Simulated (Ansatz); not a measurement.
Reaction (formal exchange of groups at a Ge–B bond): `[BH2][GeH2][O]C` + CH₄ → `C[O][GeH2][CH3]` + BH₃

Gas-phase electronic energies from Ansatz, PBE0-D4/def2-TZVP geometries. CCSD(T)/CBS is the MP2 limit (def2-TZVPP, def2-QZVPP) plus CCSD(T) − MP2 in def2-TZVPP, frozen cores. This one scheme is used for every species. For Ge outer-core shells are correlated without core-valence functions, which leaves a few kJ/mol of doubt a bond. Scalar relativity is left out up to krypton. Each species was taken in one conformer, which may not be the lowest.

```
          species  HF/CBS(def2) energy (Eh)
`[BH2][GeH2][O]C`               -2216.94084
              CH₄                 -40.21695
`C[O][GeH2][CH3]`               -2230.75626
              BH₃                 -26.40255
```

**Question.** Work out ΔE.

**Answer.** ΔE = (-2230.75626) + (-26.40255) − (-2216.94084) − (-40.21695) = -0.00102 Eh = -2.7 kJ/mol. CCSD(T)/CBS gives +4.6 kJ/mol.

Largest T1 diagnostic among the species: 0.012.

From PBE to PBE0 (25 % exact exchange), in def2-TZVPP and without D4, ΔE moves by −4.9 kJ/mol.
